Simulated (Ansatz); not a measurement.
```yaml
crystal:
  periodic: [false, false, false]
  atoms:
    - {symbol: C, position_ang: [-0.580661, 2.016964, 0.256039]}
    - {symbol: N, position_ang: [-0.435736, 0.628290, 0.252521]}
    - {symbol: B, position_ang: [0.556871, -0.205434, -0.331258]}
    - {symbol: Si, position_ang: [0.526545, -2.146723, -0.212798]}
    - {symbol: H, position_ang: [-1.399121, 2.398047, -0.171525]}
    - {symbol: H, position_ang: [0.325539, 2.455394, -0.266695]}
    - {symbol: H, position_ang: [-0.502933, 2.467362, 1.343697]}
    - {symbol: H, position_ang: [-1.193977, 0.167929, 0.749197]}
    - {symbol: H, position_ang: [1.418157, 0.473054, -0.911873]}
    - {symbol: H, position_ang: [0.435905, -2.806376, -1.567826]}
    - {symbol: H, position_ang: [1.697323, -2.711266, 0.456601]}
    - {symbol: H, position_ang: [-0.668122, -2.696818, 0.480900]}
basis:
  gaussian: {orbitals: "6-31++G**"}
total_charge: 1
magnetization: {spin_polarized: true, initial_magnetization: 1}
hamiltonian: {xc: {name: wPBEh}}
output: {forces: true}
```

```sh
$ ansatz run in.yaml --threads 2 --pin off --events-out ev --progress --plain --max-ram 4352MiB
```

It prints (some lines left out):

```
Functional definition: wPBEh
1150 factors; integrals over basis functions are off by at most 1.2e-3 eV
150 factors; integrals over basis functions are off by at most 1.5e-6 eV
mean field evaluation 1: about -11173.3959 eV, gradient 6.3e1 eV
mean field evaluation 2: about -11043.3299 eV, gradient 1.5e2 eV
mean field evaluation 4: about -11190.3403 eV, gradient 2.5e1 eV
mean field evaluation 8: about -11194.3651 eV, gradient 9.9e-1 eV
mean field evaluation 16: about -11194.5536 eV, gradient 3.9e-2 eV
mean field evaluation 32: about -11194.5539 eV, gradient 4.3e-5 eV
mean field -11194.55394989 eV, -411.3922697171 hartree, gradient 4.0e-6 eV, S^2 0.760833; 7 other end points of the search recorded, 0 dependent functions left out
reference -11194.55403784 eV, -411.3922729494 hartree; 20, 19 occupied and 108, 109 virtual orbitals, 1150 factors
Total energy: -11194.55403784 eV, -411.3922729494 hartree
Atom 0 at    -0.580661     2.016964     0.256039 Å, force     6.240782     0.674216     1.715449 eV/Å
Atom 1 at    -0.435736     0.628290     0.252521 Å, force    -2.424488     0.513010     1.458806 eV/Å
Atom 2 at     0.556871    -0.205434    -0.331258 Å, force     2.598611     0.858933    -1.514455 eV/Å
Atom 3 at     0.526545    -2.146723    -0.212798 Å, force    -0.968000    -1.651246    -0.539610 eV/Å
Atom 4 at    -1.399121     2.398047    -0.171525 Å, force    -4.088229     1.296641    -1.524233 eV/Å
Atom 5 at     0.325539     2.455394    -0.266695 Å, force    -1.036883    -0.379992     0.464023 eV/Å
Atom 6 at    -0.502933     2.467362     1.343697 Å, force    -0.422095    -0.971528    -1.357008 eV/Å
Atom 7 at    -1.193977     0.167929     0.749197 Å, force    -0.235468    -0.251870     0.308448 eV/Å
Atom 8 at     1.418157     0.473054    -0.911873 Å, force    -0.444089    -0.759461     0.588053 eV/Å
Atom 9 at     0.435905    -2.806376    -1.567826 Å, force     0.203652     0.265938     0.064719 eV/Å
Atom 10 at     1.697323    -2.711266     0.456601 Å, force     0.749545     0.092110     0.183112 eV/Å
Atom 11 at    -0.668122    -2.696818     0.480900 Å, force    -0.173338     0.313249     0.152695 eV/Å
Dipole moment:    -0.385139     0.889548     0.273007 e Å
```

Run time 19 s (2 threads of an Arm Neoverse V1 on a shared host); peak host memory 0.44 GiB.
